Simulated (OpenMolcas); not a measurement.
## Computed transition rates of Cl IV

| Property | Result |
| --- | --- |
| Program | OpenMolcas |
| Method | RASSCF |
| Basis | ANO-RCC-VTZP [5s4p2d1f] |
| Scalar Hamiltonian | X2C, point nucleus |
| Active space | 4 electrons in 9 orbitals (RAS2 3s 3p; RAS3 3d, at most 2 electrons) |
| State averaging | 2S+1 = 3 even, 3 roots; 2S+1 = 1 even, 6 roots; 2S+1 = 5 odd, 1 root; 2S+1 = 3 odd, 9 roots; 2S+1 = 1 odd, 8 roots |
| Spin-orbit coupling | state interaction with AMFI integrals over the reference wave functions, term energies averaged over their components |

Rates come from the transition moments of the reference wave functions (E1 and E2 in the length form). At fixed line strength A goes as λ^-3 for E1 and M1 and as λ^-5 for E2, so a rate at the computed wavelength can be rescaled to the measured one. Measured vacuum wavelengths follow from level energies in Moore, Atomic Energy Levels, vol. I, NSRDS-NBS 35 (1971 reprint of NBS Circular 467, 1949). Branching counts decays inside the model space alone, at computed energies, and the table is only a selection of the E2 and M1 lines, drawn from those between levels with measured partners whose computed energy lies within a factor of 1.5 of the measured one.

```json
{"Upper": "3s² 3p² ³P₁", "Lower": "3s² 3p² ³P₀", "Type": "M1", "λ computed (nm)": "22480", "λ measured (nm)": "20370", "A computed (s-1)": "1.59e-03", "A rescaled (s-1)": "2.14e-03", "Branching %": "100.0"}
{"Upper": "3s² 3p² ³P₂", "Lower": "3s² 3p² ³P₁", "Type": "M1", "λ computed (nm)": "12600", "λ measured (nm)": "11760", "A computed (s-1)": "6.77e-03", "A rescaled (s-1)": "8.33e-03", "Branching %": "100.0"}
{"Upper": "3s² 3p² ¹D₂", "Lower": "3s² 3p² ³P₂", "Type": "M1", "λ computed (nm)": "667.3", "λ measured (nm)": "804.8", "A computed (s-1)": "1.99e-01", "A rescaled (s-1)": "", "Branching %": "71.6"}
{"Upper": "3s² 3p² ¹D₂", "Lower": "3s² 3p² ³P₁", "Type": "M1", "λ computed (nm)": "633.7", "λ measured (nm)": "753.3", "A computed (s-1)": "7.76e-02", "A rescaled (s-1)": "", "Branching %": "27.9"}
{"Upper": "3s² 3p² ¹S₀", "Lower": "3s² 3p² ¹D₂", "Type": "E2", "λ computed (nm)": "503.7", "λ measured (nm)": "532.4", "A computed (s-1)": "3.68e+00", "A rescaled (s-1)": "2.79e+00", "Branching %": "59.1"}
{"Upper": "3s² 3p² ¹S₀", "Lower": "3s² 3p² ³P₂", "Type": "E2", "λ computed (nm)": "287", "λ measured (nm)": "320.4", "A computed (s-1)": "3.24e-02", "A rescaled (s-1)": "", "Branching %": "0.5"}
{"Upper": "3s² 3p² ¹S₀", "Lower": "3s² 3p² ³P₁", "Type": "M1", "λ computed (nm)": "280.6", "λ measured (nm)": "311.9", "A computed (s-1)": "2.51e+00", "A rescaled (s-1)": "", "Branching %": "40.4"}
```

Spin-changing lines and M1 lines between different terms are not rescaled, since their strength hangs on the term gaps too.

The largest correction is for 3s² 3p² ³P₁ → 3s² 3p² ³P₀ (M1): 1.59e-03 × (22480 / 20370)^3 = 2.14e-03 s-1, a factor of 1.34.

No measured rate stands beside these. Rescaling mends the energy factor alone: line strengths can still be far off where a level mixes with configurations outside the active space, and weak or spin-changing lines hang on small mixing coefficients that depend on the term gaps too, so rescaling need not improve them.

Active for correlation alone: 3d; no level in the range computed is led by a configuration that fills it, so any true level of that kind is missing. Measured partners are found by configuration, term and J. A level has none where our copy of the source lacks it or the pairing is in doubt (some pairs that miss far off the trend of their configuration count as doubtful). Levels of configurations outside the active space are missing.
